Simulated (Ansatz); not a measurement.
`F[SiH](Cl)[SiH2][SiH3]` + NH₃ → `N[SiH](F)Cl` + `[SiH3][SiH3]`  (cleavage of the Si–Si bond)

Calculated with Ansatz (gas phase, PBE0-D4/def2-TZVP geometries, no zero-point term in ΔE). CCSD(T)/CBS adds triple-zeta CCSD(T) − MP2 to the extrapolated MP2 energy (def2 sets, frozen cores). This one scheme is used for every species. DFT in def2-TZVPP. One conformer a species, not always the lowest.

`F[SiH](Cl)[SiH2][SiH3]`:

Cartesian coordinates in Å:
```
F -1.207 1.943 -1.176
Si -0.030 1.891 -0.096
Cl 1.358 3.304 -0.616
Si 0.927 -0.241 -0.102
Si -0.727 -1.861 0.241
H -0.611 2.302 1.203
H 1.933 -0.278 0.996
H 1.618 -0.448 -1.404
H -1.700 -1.824 -0.881
H -1.441 -1.573 1.513
H -0.121 -3.216 0.322
```

NH₃:

Cartesian coordinates in Å:
```
N -0.152 0.053 -0.231
H 0.673 -0.496 -0.440
H 0.164 0.906 0.214
H -0.685 -0.462 0.458
```

`N[SiH](F)Cl`:

Cartesian coordinates in Å:
```
N -0.742 0.368 0.681
Si 0.425 -0.094 -0.443
F -0.090 -1.122 -1.547
Cl 1.917 -1.056 0.560
H -0.978 -0.202 1.476
H -1.464 1.031 0.452
H 0.933 1.075 -1.178
```

`[SiH3][SiH3]`:

Z-matrix (Å, degrees):
```
Si
Si 1 2.338
H 1 1.488 2 110.3
H 1 1.488 2 110.3 3 120.0
H 1 1.488 2 110.3 3 -120.0
H 2 1.488 1 110.3 3 59.9
H 2 1.488 1 110.3 3 179.9
H 2 1.488 1 110.3 3 -60.1
```

```json
{"level": "PBE", "ΔE (kcal/mol)": "-13.9"}
{"level": "MP2/def2-QZVPP", "ΔE (kcal/mol)": "-19.2"}
{"level": "MP2/CBS(def2)", "ΔE (kcal/mol)": "-18.9"}
{"level": "CCSD/CBS(def2)", "ΔE (kcal/mol)": "-18.5"}
```

Q: What does CCSD(T)/CBS give? (Best estimate.)

A: The calculation gave: -17.6 kcal/mol. The listed levels differ from it by 3.7, -1.6, -1.3, -0.9 kcal/mol.

Largest T1 diagnostic among the species: 0.013.

In def2-TZVPP, CCSD(T) changes the Hartree–Fock value by +4.9 kcal/mol (the triples alone add +0.8 kcal/mol) and MP2 by +3.6 kcal/mol. From PBE to PBE0 (25 % exact exchange), in def2-TZVPP and without D4, ΔE moves by −1.8 kcal/mol. The D4 term adds +1.3 kcal/mol with B3LYP and +0.8 kcal/mol with PBE0; it sums over pairs of atoms, weighted by their polarisabilities, and B3LYP, whose exchange is more repulsive, gets the larger term.

B3LYP here is the variant with VWN-RPA as its local correlation; programs differ in this.
